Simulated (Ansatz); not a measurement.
`[NH2][Y]([O][SiH3])[O][SiH3]`, relaxed with RKS PBE0-D4/def2-TZVP in Ansatz 0.2.0 from a GFN2-xTB geometry. The force threshold is 0.005 eV/Å; the program also tests the step.

Total charge 0; spin multiplicity 1. Y takes the def2 core potential.

Start:

```xyz
14

N     1.683    0.825    1.694
Y     1.160   -1.097    0.999
O    -0.806   -1.244    1.386
Si   -1.982   -0.257    0.914
O     1.509   -1.100   -0.985
Si    0.811   -0.199   -2.116
H     1.835    1.445    0.890
H     0.916    1.248    2.229
H    -1.405    0.985    0.308
H    -2.845   -0.942   -0.056
H    -2.750    0.101    2.116
H     0.682    1.212   -1.644
H     1.714   -0.257   -3.269
H    -0.523   -0.719   -2.465
```

Problem. How much energy does the relaxation release, and in how many steps? (Best estimate.)

Solution. Ansatz gave: 70.77 kJ/mol, in 27 steps, 3 of them rejected.

Problem. Which bonds change most? (Best estimate.)

Solution. The calculation gave: Y2–O3 from 2.009 to 2.059 Å; Y2–O5 from 2.015 to 2.059 Å; N1–Y2 from 2.110 to 2.135 Å; Si6–H13 from 1.466 to 1.491 Å.

Problem. Give the relaxed structure. (An estimate is asked.)

Solution. Ansatz gave: 
```xyz
14

N     1.988    0.712    1.923
Y     0.498    0.196    0.483
O    -1.425   -0.105    1.155
Si   -2.956   -0.362    1.628
O     1.085    0.005   -1.482
Si    1.492   -0.163   -3.045
H     2.971    0.881    1.746
H     1.854    0.833    2.920
H    -3.864    0.693    1.094
H    -3.452   -1.683    1.143
H    -3.068   -0.352    3.115
H     1.498    1.157   -3.737
H     2.851   -0.762   -3.182
H     0.530   -1.050   -3.760
```
